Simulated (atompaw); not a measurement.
**What the settings do to the PAW (atompaw) potential of Mn**

Base potential:

```json
{
 "Element": "manganese (Mn)",
 "Generator": "atompaw 4.2.0.5",
 "Type": "PAW",
 "Functional": "PBE",
 "Relativity": "scalar-relativistic",
 "Frozen core": "[Ar]",
 "Valence charge": "7",
 "Reference configuration": "3d5 4s2 4p0",
 "Partial waves": "4s (bound): rc 2.60 bohr; 4s channel at 0.15 Ry: rc 2.60 bohr; 4p (bound, empty): rc 3.00 bohr; 4p channel at 0.2 Ry: rc 3.00 bohr; 3d (bound): rc 1.45 bohr; 3d channel at -0.1 Ry: rc 1.45 bohr",
 "Local potential": "troulliermartins scheme with l = 3 at 0 Ry, radius 2.90 bohr",
 "Core correction": "smooth core density matched at 2.45 bohr",
 "Augmentation charge": "besselshape compensation charge, radius 2.65 bohr; PAW radius 3.00 bohr; waves and projectors: custom polynom2 7 10 vanderbiltortho"
}
```

All-electron outer shells of the reference configuration (PBE, scalar-relativistic, ld1.x):

```
shell  level (eV)  outermost node (bohr)  outermost maximum (bohr)
   3s      -85.88                   0.34                      0.74
   3p      -54.59                   0.31                      0.75
   3d       -6.77                      –                      0.76
   4s       -5.11                   1.05                      2.51
   4p       -1.37                   1.16                      3.43
```

Cutoffs, loose and tight: the cutoffs (Ry, on a coarse ladder) from which the occupation-weighted sum of valence levels, in a spherical-Bessel basis at the reference potential, stays within 10 and 1 mRy of its value at 400 Ry. They see the waves, projectors and local potential, not the compensation charge or the core. A dash means not determined.

A true bound ghost makes a file unfit for plane-wave use even where its test errors are small: the radial tests pick states by their node count and pass the ghost by.

| change | outcome | cutoff, loose | cutoff, tight | bound ghosts |
| --- | --- | --- | --- | --- |
| base | generated | 180 Ry | over 300 Ry | none |
| wave 4s (bound): rc 2.60 bohr becomes 4s (bound): rc 1.58 bohr | failed: atompaw: The overlap operator has at least one negative eigenvalue! | – | – | – |
| wave 4s (bound): rc 2.60 bohr becomes 4s (bound): rc 1.92 bohr | failed: atompaw: The overlap operator has at least one negative eigenvalue! | – | – | – |
| wave 4s (bound): rc 2.60 bohr becomes 4s (bound): rc 2.08 bohr | failed: atompaw: The overlap operator has at least one negative eigenvalue! | – | – | – |
| wave 4s (bound): rc 2.60 bohr becomes 4s (bound): rc 2.32 bohr | generated | 180 Ry | over 300 Ry | none |

Task: What comes out with this change to the base: wave 4s (bound): rc 2.60 bohr becomes 4s (bound): rc 2.94 bohr?

Result: outcome: generated; cutoff, loose: 180 Ry; cutoff, tight: over 300 Ry; bound ghosts: s.
